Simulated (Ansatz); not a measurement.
C$_{4}$H$_{9}$LiO (SMILES [Li][O]C(C)(C)C), singlet, geometry from GFN2-xTB (such geometries of metal compounds can be far from the true shape); HF/pcseg-0 run with Ansatz (a program for electronic structure).

Here is a job for Ansatz.
Ansatz 0.2 input:
```yaml
crystal:
  periodic: [false, false, false]
  atoms:
    - {symbol: Li, position_ang: [0.95282533, 1.83910014, 1.90101642]}
    - {symbol: O, position_ang: [0.43255239, 0.83489297, 0.86300098]}
    - {symbol: C, position_ang: [-0.03502592, -0.06760544, -0.06988148]}
    - {symbol: C, position_ang: [1.00996337, -1.17350099, -0.30087268]}
    - {symbol: C, position_ang: [-1.34138713, -0.70998579, 0.42925014]}
    - {symbol: C, position_ang: [-0.30790875, 0.64947623, -1.40393297]}
    - {symbol: H, position_ang: [0.65889409, -1.89504914, -1.03388174]}
    - {symbol: H, position_ang: [1.20824296, -1.68396616, 0.63909625]}
    - {symbol: H, position_ang: [1.93671757, -0.72571334, -0.65307142]}
    - {symbol: H, position_ang: [-1.15549998, -1.21800808, 1.37306708]}
    - {symbol: H, position_ang: [-1.72553327, -1.42501360, -0.29348815]}
    - {symbol: H, position_ang: [-2.08443706, 0.06696570, 0.59554582]}
    - {symbol: H, position_ang: [0.61189980, 1.10687161, -1.76194522]}
    - {symbol: H, position_ang: [-1.04551189, 1.43359257, -1.24729881]}
    - {symbol: H, position_ang: [-0.67751677, -0.04642778, -2.15245897]}
basis:
  gaussian:
    orbitals: pcseg-0.json
hamiltonian:
  xc: hf
```
The basis file holds pcseg-0 in the JSON format of the Basis Set Exchange.

The log (banner, timings and long lists left out):

```
Functional definition: HF
923 factors; integrals over basis functions are off by at most 4.4e-4 eV
mean field evaluation 1: about -6481.6104 eV, gradient 4.7e1 eV
mean field evaluation 2: about -6481.8426 eV, gradient 4.7e1 eV
mean field evaluation 4: about -6486.6459 eV, gradient 4.1e0 eV
mean field evaluation 8: about -6486.6959 eV, gradient 1.2e-1 eV
mean field -6486.69597450 eV, -238.3816802226 hartree, gradient 3.0e-5 eV, S^2 0.000000; 0 other end points of the search recorded, 0 dependent functions left out
reference -6486.69597450 eV, -238.3816802226 hartree; 22, 22 occupied and 47, 47 virtual orbitals, 923 factors
Total energy: -6486.69597450 eV, -238.3816802226 hartree
```
